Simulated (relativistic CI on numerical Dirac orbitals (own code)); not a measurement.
# Electric-dipole transitions in Xe28+

Method of calculation: Dirac-Coulomb-Breit CI, KLI orbitals optimised for each configuration, a model potential for QED, unscaled Slater integrals (own radial code, finite nucleus).

CI space (outside the closed core [Ne]): 3s2 3p6 3d8, 3s2 3p5 3d9, 3s2 3p4 3d10, 3s 3p6 3d9, 3p6 3d10, 3s 3p5 3d10, 3s2 3p6 3d7 4s, 3s2 3p6 3d7 4p, 3s2 3p6 3d7 4d, 3s2 3p4 3d9 4s, 3s2 3p6 3d7 4f, 3s2 3p5 3d8 4s, 3s2 3p4 3d9 4p, 3s2 3p5 3d8 4p, 3s2 3p6 3d6 4s2, 3s2 3p4 3d9 4d. Levels of other configurations are missing.

| λ vac (Å) | Lower | Upper | A (s⁻¹) | E lower (eV) | E upper (eV) |
| --- | --- | --- | --- | --- | --- |
| 16.967 | 3s2 3p6 3d8 1G_4 [7] | 3s2 3p6 3d7 4p 1G°_4 [141] | 2.13e+12 | 23.325 | 754.053 |
| 16.982 | 3s2 3p6 3d8 3F_4 [1] | 3s2 3p6 3d7 4p 3G°_5 [92] | 1.55e+12 | 0.000 | 730.111 |
| 16.993 | 3s2 3p6 3d8 3F_4 [1] | 3s2 3p6 3d7 4p 3F°_4 [89] | 2.11e+12 | 0.000 | 729.612 |
| 40.114 | 3s2 3p6 3d8 3F_3 [3] | 3s2 3p5 3d9 3P°_2 [18] | 4.66e+11 | 12.612 | 321.695 |
| 40.365 | 3s2 3p6 3d8 1G_4 [7] | 3s2 3p5 3d9 1F°_3 [20] | 1.42e+12 | 23.325 | 330.487 |
| 45.340 | 3s2 3p6 3d8 3F_4 [1] | 3s2 3p5 3d9 3F°_3 [16] | 1.90e+11 | 0.000 | 273.454 |
| 47.532 | 3s2 3p6 3d8 3F_3 [3] | 3s2 3p5 3d9 3F°_3 [16] | 2.15e+11 | 12.612 | 273.454 |
| 48.090 | 3s2 3p6 3d8 3F_4 [1] | 3s2 3p5 3d9 3D°_3 [12] | 7.05e+11 | 0.000 | 257.817 |
| 48.172 | 3s2 3p5 3d9 3D°_3 [12] | 3s2 3p4 3d10 3P_2 [26] | 6.43e+11 | 257.817 | 515.198 |
| 48.559 | 3s2 3p5 3d9 1F°_3 [20] | 3s2 3p4 3d10 1D_2 [29] | 1.30e+12 | 330.487 | 585.813 |
| 48.672 | 3s2 3p6 3d8 3F_3 [3] | 3s2 3p5 3d9 3D°_2 [14] | 5.27e+11 | 12.612 | 267.344 |
| 49.568 | 3s2 3p6 3d8 1G_4 [7] | 3s2 3p5 3d9 3F°_3 [16] | 3.33e+11 | 23.325 | 273.454 |
| 50.881 | 3s2 3p6 3d8 3F_4 [1] | 3s2 3p5 3d9 3F°_4 [10] | 2.34e+11 | 0.000 | 243.677 |
| 50.952 | 3s2 3p6 3d8 1D_2 [2] | 3s2 3p5 3d9 1D°_2 [11] | 4.34e+11 | 5.835 | 249.169 |
| 57.010 | 3s2 3p5 3d9 3F°_4 [10] | 3s 3p6 3d9 3D_3 [22] | 4.11e+11 | 243.677 | 461.156 |
| 140.71 | 3s2 3p6 3d7 4p 5G°_6 [86] | 3s2 3p6 3d7 4d 5H_7 [189] | 1.04e+11 | 726.744 | 814.858 |
| 165.95 | 3s2 3p6 3d7 4s 5F_5 [31] | 3s2 3p6 3d7 4p 5G°_6 [86] | 5.06e+10 | 652.031 | 726.744 |
| 166.51 | 3s2 3p6 3d7 4s 5F_4 [37] | 3s2 3p6 3d7 4p 5G°_5 [108] | 4.99e+10 | 664.755 | 739.216 |
| 167.62 | 3s2 3p6 3d7 4s 3G_5 [40] | 3s2 3p6 3d7 4p 3H°_6 [118] | 4.85e+10 | 671.089 | 745.056 |
| 169.26 | 3s2 3p6 3d7 4s 3H_6 [47] | 3s2 3p6 3d7 4p 3I°_7 [133] | 4.84e+10 | 676.198 | 749.447 |

Terms are leading LS components. Brackets give the number of a level in order of energy, since labels repeat. The list gives strong lines, with weight on those to low levels, without lines whose two gauges differ by over a factor of 2.5, among the lowest 200 of 1385 levels, so that lines to higher ones, which can be the strongest, are missing. Levels whose partners in the same complex of configurations lie outside the list can be far off, and so can their lines. Rates are taken at the computed energies, electric ones in the length gauge.

At this charge energies of transitions that change n are usually good to better than 1 %, and those within a shell (Δn = 0) to a few per cent. Terms inside the open d or f shell come out 10 to 20 % too wide with unscaled integrals.

LS names give the leading component of a level, which can be under half, so a name can repeat, a term be missing and a line seem to break the LS rules.
